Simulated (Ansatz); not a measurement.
A nudged elastic band was laid between two geometries of CH$_{3}$BO$_{3}$ (8 atoms, charge 0, multiplicity 1).

Level of theory: RKS B3LYP-D4/STO-3G in Ansatz 0.2.0.

| Item | Value |
| --- | --- |
| movable images | 9 |
| climbing image | yes |
| spring | 5.0 eV/Å² |
| optimiser | quadratic models (default) |
| start path | through a guess of the saddle point |
| force threshold | 0.05 eV/Å |
| iteration limit | 60 |
| end points | relaxed |

First end point:

```xyz
8
Properties=species:S:1:pos:R:3
B 0.874 1.319 0.288
O -0.172 0.503 0.612
C -0.391 -0.684 -0.207
O 0.274 -1.071 -1.187
O -1.529 -1.296 0.366
H 1.006 2.259 0.979
H 1.588 1.093 -0.618
H -1.651 -2.123 -0.233
```

Last end point:

```xyz
8
Properties=species:S:1:pos:R:3
B 0.849 1.198 0.246
O -0.390 0.733 0.570
C -0.735 -0.641 0.248
O -0.411 -0.871 -1.115
O -1.302 -1.419 1.037
H 1.045 2.327 0.503
H 1.674 0.513 -0.235
H -0.730 -1.838 -1.253
```

Task: Which bonds break or form, and what moves?

Result: Bonds broken: O5–H8. Bonds formed: O4–H8.

Task: What energy profile does the band end with?

Result: The run converged. The highest image is number 5 of 0 to 10, 1.45 eV above the first end and 1.42 eV above the last; the last end lies 0.03 eV above the first. A vibrational analysis at the climbing image gives one clearly imaginary mode, 1708i cm⁻¹: a first-order saddle point. The orbitals stay closed-shell, which can raise the energy where a bond breaks towards radicals; this wasn't checked here. Limits of this set-up: minimal basis.

```json
{"image": "0", "path coordinate (Å)": "0.00", "energy (eV)": "0.00", "O5–H8 (Å)": "1.03", "O4–H8 (Å)": "2.39"}
{"image": "1", "path coordinate (Å)": "0.30", "energy (eV)": "0.00", "O5–H8 (Å)": "1.03", "O4–H8 (Å)": "2.39"}
{"image": "2", "path coordinate (Å)": "0.60", "energy (eV)": "0.02", "O5–H8 (Å)": "1.03", "O4–H8 (Å)": "2.33"}
{"image": "3", "path coordinate (Å)": "0.90", "energy (eV)": "0.24", "O5–H8 (Å)": "1.04", "O4–H8 (Å)": "2.04"}
{"image": "4", "path coordinate (Å)": "1.20", "energy (eV)": "0.84", "O5–H8 (Å)": "1.09", "O4–H8 (Å)": "1.66"}
{"image": "5", "path coordinate (Å)": "1.50", "energy (eV)": "1.45", "O5–H8 (Å)": "1.30", "O4–H8 (Å)": "1.30"}
{"image": "6", "path coordinate (Å)": "1.78", "energy (eV)": "0.90", "O5–H8 (Å)": "1.63", "O4–H8 (Å)": "1.09"}
{"image": "7", "path coordinate (Å)": "2.06", "energy (eV)": "0.32", "O5–H8 (Å)": "1.99", "O4–H8 (Å)": "1.04"}
{"image": "8", "path coordinate (Å)": "2.34", "energy (eV)": "0.09", "O5–H8 (Å)": "2.28", "O4–H8 (Å)": "1.03"}
{"image": "9", "path coordinate (Å)": "2.61", "energy (eV)": "0.04", "O5–H8 (Å)": "2.38", "O4–H8 (Å)": "1.03"}
{"image": "10", "path coordinate (Å)": "2.89", "energy (eV)": "0.03", "O5–H8 (Å)": "2.40", "O4–H8 (Å)": "1.03"}
```

Task: What is the geometry of the highest image?

Result: 
```xyz
8
Properties=species:S:1:pos:R:3
B 0.877 1.282 0.291
O -0.295 0.653 0.636
C -0.602 -0.577 0.019
O -0.199 -1.066 -1.168
O -1.448 -1.492 0.512
H 1.046 2.323 0.806
H 1.644 0.798 -0.454
H -1.023 -1.921 -0.641
```

Task: What are the harmonic wavenumbers there?

Result: 1708i, 53, 255, 364, 520, 651, 688, 1018, 1096, 1099, 1278, 1376, 1463, 1536, 1735, 2491, 2976, 3132 cm⁻¹.

The band took 9 iterations and about 4 core-minutes.

Time of the run: 4.2 min on 1 thread of Intel(R) Xeon(R) Processor @ 2.50GHz (Skylake/Cascade Lake), with other jobs on the host, peak memory 0.1 GiB.
